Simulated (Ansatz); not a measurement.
Mulliken charges of C4H2F4, SMILES `FC1=CC(F)(F)C1F` from r2SCAN/def2-TZVPP in Ansatz (PBE0-D4/def2-TZVP geometry).

```tsv
atom	x (Å)	y (Å)	z (Å)	charge (e)
F1	-1.747	-0.108	1.650	-0.167
C2	-0.856	0.027	0.704	0.255
C3	-0.783	0.793	-0.383	-0.280
C4	0.550	0.210	-0.731	0.517
F5	0.624	-0.423	-1.923	-0.203
F6	1.603	1.044	-0.667	-0.187
C7	0.418	-0.732	0.504	0.105
F8	1.370	-0.581	1.465	-0.211
H9	-1.423	1.513	-0.871	0.119
H10	0.327	-1.793	0.254	0.052
```

Q: By hand: the dipole of these point charges (1 e Å = 4.8032 D).

A: Σ q r = (-0.247, -0.065, -0.198) e Å, of length 0.323 e Å = 1.55 D.

Q: How does the dipole of the full density compare? (An estimate is asked.)

A: Computed: (-0.421, -0.046, -0.061) e Å, 2.06 D; the point charges give 0.75 times that, at 31° from its direction.

Point charges leave out the atoms' own dipoles, such as those of lone pairs, and Mulliken's split depends on the basis, so the two needn't agree.
